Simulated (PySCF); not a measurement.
## Cl⁺ (chlorine, charge +1) across methods

[Ne] 3s2 3p4, high-spin 3P determinant. All numbers are calculated (PySCF 2.14, scalar relativity by spin-free X2C-1e, in aug-cc-pCVTZ-DK (8s7p5d3f, 75 functions)).

```tsv
method	E (hartree)	mean ε 3s β (eV)	mean ε 3p α (eV)	mean ε 3p β (eV)	Σ⟨r²⟩ (bohr²)	⟨S²⟩
wB97M-V	-461.0674	-35.271	-24.185	-22.294	20.65	2.003
PBE0	-460.9510	-32.452	-22.033	-19.939	20.49	2.005
B3LYP	-461.1186	-32.218	-21.600	-19.667	20.56	2.003
LDA	-459.5829	-30.754	-20.307	-18.329	20.60	2.002
PW91	-461.0914	-30.622	-20.361	-18.433	20.53	2.003
r2SCAN	-461.0662	-30.719	-20.866	-18.715	20.47	2.007
PBE	-460.9161	-30.550	-20.306	-18.361	20.54	2.003
UHF	-460.46311	-36.798	-26.344	-23.635	20.62	2.011
```

(1) Estimate the same row for BLYP.

Results:

(1) E (hartree) = -461.1139; mean ε 3s β (eV) = -30.522; mean ε 3p α (eV) = -20.054; mean ε 3p β (eV) = -18.251; Σ⟨r²⟩ (bohr²) = 20.62; ⟨S²⟩ = 2.003.
